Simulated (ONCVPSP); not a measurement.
**calcium, ONCV: configuration errors across variants**

* Element: calcium
* Generator: ONCVPSP 4.0.1
* Type: optimised norm-conserving Vanderbilt (ONCV)
* Functional: PBE
* Relativity: scalar-relativistic
* Frozen core: [Ne]
* Valence charge: 10
* Reference configuration: 3s2 3p6 4s1.75 4p0.25
* Partial waves: 3s+4s: rc 1.75 bohr, ncon 4, nbas 8, qcut 5.3 1/bohr, 3 projectors, debl 3.4 Ha; 3p+4p: rc 2.40 bohr, ncon 4, nbas 8, qcut 4.4 1/bohr, 2 projectors; d scattering state at 0.27 Ha: rc 2.20 bohr, ncon 5, nbas 9, qcut 5.1 1/bohr, 1 projector
* Local potential: polynomial inside 1.45 bohr (lpopt 5, dvloc0 0 Ha)
* Core correction: Teter function, fcfact 3.5, rcfact 1.55

In the d channel the program set the typed energies aside and used -0.082 Ha.

All-electron excitation energies from the reference (eV): (1) 3s2 3p6 4s2 4p0 -0.594; (2) 3s2 3p6 4s1 4p0 5.715; (3) 3s2 3p6 4s0 4p0 17.535; (4) 3s2 3p6 4s1.5 4p0 1.909.

Errors AE − PS in meV (a dash: test not solved or not reliable):

```tsv
change	(1)	(2)	(3)	(4)	bound ghosts	GHOST(+) flags above zero
base	-0.1	-0.8	-9.7	-0.1	none	p
core correction Teter function, fcfact 1.4, rcfact 1.55	0.0	-0.8	-9.5	-0.1	none	p
core correction Teter function, fcfact 2.4, rcfact 1.55	0.0	-0.8	-9.6	-0.1	none	p
core correction Teter function, fcfact 3.7, rcfact 1.55	-0.1	-0.8	-9.7	-0.1	none	p
core correction Teter function, fcfact 4.2, rcfact 1.55	-0.1	-0.8	-9.8	-0.1	none	p
core correction Teter function, fcfact 5.7, rcfact 1.55	-0.1	-0.8	-9.9	-0.1	none	p
core correction Teter function, fcfact 7.5, rcfact 1.55	-0.1	-0.8	-10.0	-0.1	none	p
```

**Question.** Give the same row for: core correction Teter function, fcfact 6.2, rcfact 1.55.

**Answer.** -0.1, -0.8, -9.9, -0.1; bound ghosts: none; GHOST(+) flags above zero: p.
